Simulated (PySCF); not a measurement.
CH3ClFNSi2.

```xyz
9

F      1.3336     0.4918     1.5088
Si     0.4064     0.1075     0.2209
Cl     1.6831    -0.5032    -1.2839
N     -0.6293     1.4934    -0.2952
C     -1.8080     0.9593    -0.1662
Si    -1.7040    -0.8657     0.5107
H     -2.7144     1.5557    -0.4290
H     -2.2121    -1.9566    -0.3958
H     -2.2698    -1.0660     1.8926
```

Coordinates come from a PBE-D3(BJ)/def2-SVP optimisation. The structure was generated by enumeration; whether it is a known compound was not checked.

Computed with PBE/pcSseg-1 in PySCF. Non-relativistic, no solvent.

**Question.** Give the absolute GIAO shielding of each atom: isotropic value and principal components (ppm). (Estimate from the structure and the level; the computed values follow.)

**Answer.** 
```csv
atom,σ(iso),σ11,σ22,σ33,span
F1,262.6,219.7,248.6,319.4,99.7
Si2,327.8,287.1,336.4,360.0,72.9
Cl3,790.5,634.6,747.4,989.5,354.9
N4,-314.4,-806.9,-236.2,99.8,906.7
C5,-37.8,-165.5,-72.5,124.6,290.1
Si6,330.0,157.7,347.5,484.8,327.1
H7,20.5,15.3,22.1,24.0,8.7
H8,25.1,21.5,24.7,29.1,7.6
H9,25.1,22.0,24.6,28.9,6.9
```
